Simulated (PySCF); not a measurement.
# input.py for NaSr

The script input.py:

```python
from pyscf import gto, dft

mol = gto.M(
    atom='Na 0 0 0; Sr 0 0 3.285',
    basis='ano-rcc-vdzp',
    charge=0,
    spin=1,
    verbose=4,
)
mf = dft.UKS(mol, xc='mn15')
mf = mf.sfx2c1e()
mf.kernel()
mf.analyze()
print('orbital energies (hartree):', [e[max(0, n-3):n+3].round(4) for e, n in zip(mf.mo_energy, mol.nelec)])
```

```bash
$ OMP_NUM_THREADS=1 python input.py
```

It prints (some set-up lines and the per-cycle HOMO/LUMO lines with their warnings removed):

```
PySCF version 2.14.0

[INPUT] verbose = 4
[INPUT] num. atoms = 2
[INPUT] num. electrons = 49
[INPUT] charge = 0
[INPUT] spin (= nelec alpha-beta = 2S) = 1
[INPUT] symmetry False subgroup None
[INPUT] Mole.unit = angstrom
[INPUT] Symbol           X                Y                Z      unit          X                Y                Z       unit  Magmom
[INPUT]  1 Na     0.000000000000   0.000000000000   0.000000000000 AA    0.000000000000   0.000000000000   0.000000000000 Bohr   0.0
[INPUT]  2 Sr     0.000000000000   0.000000000000   3.285000000000 AA    0.000000000000   0.000000000000   6.207750319196 Bohr   0.0

nuclear repulsion = 67.3351823940822
number of shells = 6
number of NR pGTOs = 218
number of NR cGTOs = 49
basis = ano-rcc-vdzp
ecp = {}

******** <class 'pyscf.x2c.sfx2c1e.sfX2C1eUKS'> ********
method = sfX2C1eUKS
initial guess = minao
damping factor = 0
level_shift factor = 0
DIIS = <class 'pyscf.scf.diis.CDIIS'>
diis_start_cycle = 1
diis_space = 8
diis_damp = 0
SCF conv_tol = 1e-09
SCF conv_tol_grad = None
SCF max_cycles = 50
direct_scf = True
direct_scf_tol = 1e-13
number electrons alpha = 25  beta = 24
XC library pyscf.dft.libxc version 7.0.0
    S. Lehtola, C. Steigemann, M. J.T. Oliveira, and M. A.L. Marques.,  SoftwareX 7, 1–5 (2018)
XC functionals = mn15
    H. S. Yu, X. He, S. L. Li, and D. G. Truhlar.,  Chem. Sci. 7, 5032-5051 (2016)
    H. S. Yu, X. He, S. L. Li, and D. G. Truhlar.,  Chem. Sci. 7, 5032-5051 (2016)
radial grids:
    Treutler-Ahlrichs [JCP 102, 346 (1995); DOI:10.1063/1.469408] (M4) radial grids

becke partition: Becke, JCP 88, 2547 (1988); DOI:10.1063/1.454033
pruning grids: <function nwchem_prune>
grids dens level: 3
symmetrized grids: False
atomic radii adjust function: <function treutler_atomic_radii_adjust>
small_rho_cutoff = 0

******** <class 'pyscf.x2c.sfx2c1e.SpinFreeX2CHelper'> ********
approx = 1e
xuncontract = 1
Set gradient conv threshold to 3.16228e-05
tot grids = 40016
init E= -3343.78548734445

cycle= 1 E= -3343.73046053958  delta_E= 0.055  |g|= 0.0517  |ddm|= 1.13
cycle= 2 E= -3343.73153219729  delta_E= -0.00107  |g|= 0.0308  |ddm|= 0.186
cycle= 3 E= -3343.73194686051  delta_E= -0.000415  |g|= 0.0064  |ddm|= 0.097
cycle= 4 E= -3343.73200218253  delta_E= -5.53e-05  |g|= 0.00219  |ddm|= 0.0228
cycle= 5 E= -3343.73202289862  delta_E= -2.07e-05  |g|= 0.001  |ddm|= 0.0179
cycle= 6 E= -3343.73203154357  delta_E= -8.64e-06  |g|= 0.000438  |ddm|= 0.0139
cycle= 7 E= -3343.73203270218  delta_E= -1.16e-06  |g|= 0.000127  |ddm|= 0.00674
cycle= 8 E= -3343.73203279282  delta_E= -9.06e-08  |g|= 2.74e-05  |ddm|= 0.00163
cycle= 9 E= -3343.73203279917  delta_E= -6.35e-09  |g|= 4.2e-06  |ddm|= 0.000575
cycle= 10 E= -3343.73203279927  delta_E= -9.55e-11  |g|= 1.41e-06  |ddm|= 0.000105
Extra cycle  E= -3343.73203279927  delta_E= -3.18e-12  |g|= 1.31e-06  |ddm|= 9.49e-06
converged SCF energy = -3343.73203279927  <S^2> = 0.75388371  2S+1 = 2.0038799
**** SCF Summaries ****
Total Energy =                       -3343.732032799271565
Nuclear Repulsion Energy =              67.335182394082196
One-electron Energy =                -4759.202817388072617
Two-electron Energy =                 1348.135602194719013
Two-electron Coulomb Energy =         1470.558167470764374
DFT Exchange-Correlation Energy =     -122.422565276045333
**** MO energy ****
                             alpha | beta                alpha | beta
[14 lines left out]
MO #15  energy= -4.88432458305191  | -4.88426640829146  occ= 1 | 1
MO #16  energy= -2.19449743081635  | -2.19197249649215  occ= 1 | 1
MO #17  energy= -1.63707383499304  | -1.63562590825681  occ= 1 | 1
MO #18  energy= -1.18931796769774  | -1.18788321119606  occ= 1 | 1
MO #19  energy= -1.188119796983    | -1.18626067623168  occ= 1 | 1
MO #20  energy= -1.18811979692871  | -1.18626067617754  occ= 1 | 1
MO #21  energy= -0.949829915133547 | -0.947487930946947 occ= 1 | 1
MO #22  energy= -0.948161991242197 | -0.947260775963883 occ= 1 | 1
MO #23  energy= -0.948161991209034 | -0.947260775931678 occ= 1 | 1
MO #24  energy= -0.185926499275191 | -0.178597917679134 occ= 1 | 1
MO #25  energy= -0.114861388864511 | -0.0464317058700741 occ= 1 | 0
MO #26  energy= -0.031686679381793 | -0.0278398904681156 occ= 0 | 0
MO #27  energy= -0.0316866793476985 | -0.0278398904323026 occ= 0 | 0
MO #28  energy= -0.00711548460855704 | 0.0273548282752358 occ= 0 | 0
[21 lines left out]

To work with the spin densities directly, `use mulliken_meta_spin()` only printing them here.

 ** Mulliken spin pop alpha/beta on meta-lowdin orthogonal AOs **
 ** Mulliken Spin Density (per AO)  **
 ** Mulliken Spin Density (per atom)  **
spin density of  0 Na =      0.77878
spin density of  1 Sr =      0.22122
 ** Mulliken pop alpha/beta on meta-lowdin orthogonal AOs **
 ** Mulliken pop       alpha | beta **
pop of  0 Na 1s        0.99995 | 0.99995
pop of  0 Na 2s        0.99945 | 0.99913
pop of  0 Na 3s        0.95202 | 0.17799
pop of  0 Na 4s        0.00086 | 0.00064
pop of  0 Na 2px       0.99979 | 0.99978
pop of  0 Na 2py       0.99979 | 0.99978
pop of  0 Na 2pz       0.99977 | 0.99977
pop of  0 Na 3px       0.00011 | 0.00008
pop of  0 Na 3py       0.00011 | 0.00008
pop of  0 Na 3pz       0.01005 | 0.00651
pop of  0 Na 4px       0.00011 | 0.00014
pop of  0 Na 4py       0.00011 | 0.00014
[37 lines left out]
In total            25.00000 | 24.00000
 ** Mulliken atomic charges   ( Nelec_alpha | Nelec_beta ) **
charge of  0Na =     -0.14736  (     5.96307      5.18429 )
charge of  1Sr =      0.14736  (    19.03693     18.81571 )
Dipole moment(X, Y, Z, Debye): -0.00000,  0.00000, -0.29141
orbital energies (hartree): [array([-0.9482, -0.1859, -0.1149, -0.0317, -0.0317, -0.0071]), array([-0.9473, -0.9473, -0.1786, -0.0464, -0.0278, -0.0278])]
```

In short: E(SCF) = -3343.732033 Eh, 10 cycles, ⟨S²⟩ = 0.754, μz(SCF) = -0.29 D.

It ran on Arm Neoverse V1 (1 thread, shared host) in 9.8 s, peak memory 0.22 GiB.

The bond length is a typed value, not an optimised one. No search for the lowest solution was made.
